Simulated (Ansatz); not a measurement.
ClFH$_{4}$O$_{2}$Si$_{2}$, SMILES `O[Si](O)(F)[SiH2]Cl`. Charge 0, multiplicity 1. All single points use the PBE0-D4/def2-TZVP geometry. It is one conformer, not always the lowest.

```xyz
10

O     1.247    0.608   -1.395
Si    0.574   -0.394   -0.313
O     1.603   -0.536    0.947
F     0.355   -1.854   -0.931
Si   -1.545    0.430    0.230
Cl   -1.322    2.234    1.200
H     2.204    0.655   -1.445
H     1.516   -1.289    1.533
H    -2.249   -0.499    1.150
H    -2.382    0.646   -0.976
```

Task: What is the dipole moment at PBE/def2-TZVPP? (An estimate is asked.)

Result: The calculation gave: 1.77 D, with components (1.10, -1.26, 0.59) D in this frame, pointing from negative to positive charge.

Task: And with r2SCAN, B3LYP, ωB97M-V? (An estimate is asked.)

Result: Ansatz gave: r2SCAN 1.82 D, B3LYP 1.78 D, ωB97M-V 1.80 D.

Task: Give the Mulliken charges with PBE, B3LYP, r2SCAN in def2-TZVPP. (An estimate is asked.)

Result: Ansatz gave: 
| atom | PBE | B3LYP | r2SCAN |
| --- | --- | --- | --- |
| O1 | -0.34 | -0.38 | -0.40 |
| Si2 | 0.65 | 0.77 | 0.78 |
| O3 | -0.34 | -0.38 | -0.40 |
| F4 | -0.27 | -0.32 | -0.31 |
| Si5 | 0.21 | 0.28 | 0.30 |
| Cl6 | -0.22 | -0.25 | -0.25 |
| H7 | 0.20 | 0.20 | 0.21 |
| H8 | 0.20 | 0.19 | 0.21 |
| H9 | -0.05 | -0.06 | -0.07 |
| H10 | -0.04 | -0.05 | -0.06 |

B3LYP here is the variant with VWN-RPA as its local correlation; programs differ in this.
